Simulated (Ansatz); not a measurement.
Ge(NCO)Me3 (C₄H₉GeNO). Charge 0, multiplicity 1. Geometry PBE0-D4/def2-SVP; atoms count from 1.

| atom | x (Å) | y (Å) | z (Å) |
| --- | --- | --- | --- |
| Ge1 | 0.081 | 0.025 | -0.053 |
| N2 | -1.377 | -0.304 | 1.016 |
| C3 | -2.336 | -0.559 | 1.679 |
| O4 | -3.278 | -0.803 | 2.336 |
| C5 | 1.114 | 1.400 | 0.851 |
| H6 | 2.014 | 1.649 | 0.269 |
| H7 | 1.426 | 1.051 | 1.846 |
| H8 | 0.512 | 2.312 | 0.974 |
| C9 | -0.621 | 0.625 | -1.763 |
| H10 | 0.202 | 0.851 | -2.458 |
| H11 | -1.227 | 1.533 | -1.630 |
| H12 | -1.254 | -0.154 | -2.212 |
| C13 | 1.044 | -1.658 | -0.193 |
| H14 | 0.401 | -2.431 | -0.638 |
| H15 | 1.364 | -2.000 | 0.802 |
| H16 | 1.936 | -1.538 | -0.826 |

Question: Estimate the Mulliken populations from the PBE0/def2-TZVP orbitals of Ansatz.

Answer: 
```json
{"atom": "Ge1", "charge (e)": "0.39"}
{"atom": "N2", "charge (e)": "-0.30"}
{"atom": "C3", "charge (e)": "0.28"}
{"atom": "O4", "charge (e)": "-0.27"}
{"atom": "C5", "charge (e)": "-0.46"}
{"atom": "H6", "charge (e)": "0.14"}
{"atom": "H7", "charge (e)": "0.15"}
{"atom": "H8", "charge (e)": "0.15"}
{"atom": "C9", "charge (e)": "-0.47"}
{"atom": "H10", "charge (e)": "0.14"}
{"atom": "H11", "charge (e)": "0.15"}
{"atom": "H12", "charge (e)": "0.15"}
{"atom": "C13", "charge (e)": "-0.47"}
{"atom": "H14", "charge (e)": "0.15"}
{"atom": "H15", "charge (e)": "0.15"}
{"atom": "H16", "charge (e)": "0.14"}
```
Mulliken values depend strongly on the basis.

Question: And the Mayer bond orders between heavy atoms (over 0.3)?

Answer: Ge1–N2 0.89 (1.84 Å); Ge1–C5 0.98 (1.94 Å); Ge1–C9 0.98 (1.94 Å); Ge1–C13 0.98 (1.94 Å); N2–C3 2.07 (1.19 Å); C3–O4 2.07 (1.17 Å).
